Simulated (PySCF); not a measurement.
H₈N₂Si₂.

```xyz
12

N     -0.4936     1.7174    -0.4998
Si    -0.5686     0.1772     0.2868
N     -1.7122    -0.8147    -0.5513
Si     1.6364    -0.6123     0.2538
H     -1.3376     2.2617    -0.6481
H      0.3242     2.3105    -0.4136
H     -1.0652     0.1634     1.7026
H     -2.2860    -1.4821    -0.0497
H     -1.5732    -1.0832    -1.5192
H      2.6024     0.3968     0.7938
H      1.7724    -1.8587     1.0699
H      2.0550    -0.9351    -1.1464
```
Charge 0, spin multiplicity 1.

Coordinates come from a ωB97X-D3(BJ)/def2-SVP optimisation. The values are those of a single conformer.

All values below come from PBE/pcSseg-1 in PySCF. Non-relativistic, no solvent.

**Question.** Give the absolute GIAO shielding of each atom: isotropic value and principal components (ppm). (An estimate is asked for; the answer gives what the named calculation found.)

**Answer.** 
```json
[
 {"atom": "N1", "σ(iso)": "232.9", "σ11": "186.1", "σ22": "252.4", "σ33": "260.1", "span": "74.0"},
 {"atom": "Si2", "σ(iso)": "367.4", "σ11": "323.2", "σ22": "366.0", "σ33": "413.0", "span": "89.8"},
 {"atom": "N3", "σ(iso)": "238.7", "σ11": "199.3", "σ22": "252.1", "σ33": "264.7", "span": "65.4"},
 {"atom": "Si4", "σ(iso)": "455.6", "σ11": "445.5", "σ22": "456.9", "σ33": "464.2", "span": "18.7"},
 {"atom": "H5", "σ(iso)": "30.7", "σ11": "23.7", "σ22": "26.7", "σ33": "41.6", "span": "17.9"},
 {"atom": "H6", "σ(iso)": "30.8", "σ11": "23.9", "σ22": "27.9", "σ33": "40.7", "span": "16.8"},
 {"atom": "H7", "σ(iso)": "25.6", "σ11": "22.9", "σ22": "23.5", "σ33": "30.3", "span": "7.4"},
 {"atom": "H8", "σ(iso)": "30.8", "σ11": "24.1", "σ22": "26.5", "σ33": "41.7", "span": "17.6"},
 {"atom": "H9", "σ(iso)": "31.0", "σ11": "24.3", "σ22": "27.6", "σ33": "41.1", "span": "16.8"},
 {"atom": "H10", "σ(iso)": "27.9", "σ11": "24.6", "σ22": "26.1", "σ33": "32.9", "span": "8.3"},
 {"atom": "H11", "σ(iso)": "28.1", "σ11": "25.3", "σ22": "25.8", "σ33": "33.1", "span": "7.7"},
 {"atom": "H12", "σ(iso)": "27.9", "σ11": "25.3", "σ22": "26.1", "σ33": "32.5", "span": "7.3"}
]
```
